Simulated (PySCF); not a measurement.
Q: Write Cartesian coordinates for `CS[SiH2]C[SeH]` as optimised with PBE0-D3(BJ)/def2-SVP.

A: 
```
atom  x, y, z in Å
C1     2.715    0.297   -0.095
S2     1.404   -0.875    0.386
Si3   -0.305    0.148   -0.413
C4    -1.803   -0.946   -0.117
Se5   -3.439   -0.050   -0.717
H6     2.737    0.448   -1.184
H7     2.594    1.265    0.412
H8     3.668   -0.149    0.218
H9    -0.134    0.395   -1.877
H10   -0.495    1.467    0.269
H11   -1.908   -1.268    0.929
H12   -1.728   -1.851   -0.739
H13   -3.292    1.107    0.181
```

Orientation and origin are arbitrary. Atoms count from 1 in this order. Si3 (SiH2 silicon) is tetrahedral (angles from 107.4° to 110.6°).

Bonds between heavy atoms (Å): C1–S2 1.823, S2–Si3 2.146, Si3–C4 1.878, C4–Se5 1.960.

The calculation used PBE0-D3(BJ)/def2-SVP geometry optimisation, gas phase in PySCF 2.14.0.

PBE0-D3(BJ)/def2-SVP frequencies: not computed here. The numbers are those of one conformer (C1–S2–Si3–C4 177°, S2–Si3–C4–Se5 177°, Si3–C4–Se5–H -60°).
